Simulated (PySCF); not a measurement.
C₅H₁₀Si, SMILES C(/[SiH2]C=C)=C\C.

Geometry: B3LYP-D3(BJ)/def2-SVP. The structure was generated by enumeration; whether it is a known compound was not checked. The values are those of a single conformer.

Two levels are set side by side: PBE/def2-TZVP (PySCF) and PBE0/def2-TZVP (PySCF). Same geometry, gas phase. Differences are taken from unrounded values.

```csv
quantity,PBE
orbital gap (eV),4.79
highest occupied level (eV),-6.32
lowest empty level (eV),-1.53
dipole moment (D),1.14
mean polarisability (bohr³),94.0
```

Task: These are the PBE values. What does PBE0 give? (The exact figures need the calculation; the answer reports its results.)

Result: 
| quantity | PBE0 | PBE minus PBE0 |
|---|---|---|
| orbital gap (eV) | 6.87 | -2.08 |
| highest occupied level (eV) | -7.41 | 1.09 |
| lowest empty level (eV) | -0.54 | -0.99 |
| dipole moment (D) | 1.10 | 0.03 |
| mean polarisability (bohr³) | 91.0 | 3.0 |

PBE's occupied levels lie high since its potential decays too fast outside the molecule; exact exchange lowers them and widens the gap. PBE's more diffuse valence density responds more strongly to a field. Differences between two approximate levels are no errors against the true value.

Rough cost on one machine, each run with all the roots and properties that it gave: PBE0 against PBE within a factor of 2.
